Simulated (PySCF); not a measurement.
B3LYP has the VWN-RPA correlation part, as in Gaussian. 

## [W(F)5(OH)] (charge 0, multiplicity 1)

These are PySCF with B3LYP-D3(BJ)/def2-TZVP // TPSS-D3(BJ)/def2-SVP values and carry that method's errors.

| Item | Value |
|---|---|
| HOMO | -11.17 eV |
| dipole moment | 4.02 D |
| HOMO–LUMO gap | 6.74 eV |
| LUMO | -4.43 eV |
| charge on the central atom (Mulliken) | 1.81 e |
| total energy | -642.7180 Ha |
| cost | about 3.0 core-minutes (a rough figure) |

```xyz
8

W     -0.0702    -0.0311    -0.0133
F     -1.6082     0.5302     0.8888
F     -0.7852    -1.7515    -0.1612
F      1.5195    -0.6323    -0.7908
F      0.7021     1.6489     0.2588
F      0.6248    -0.5403     1.6399
O     -0.7634     0.4724    -1.6473
H     -1.1386     0.7309    -2.5017
```
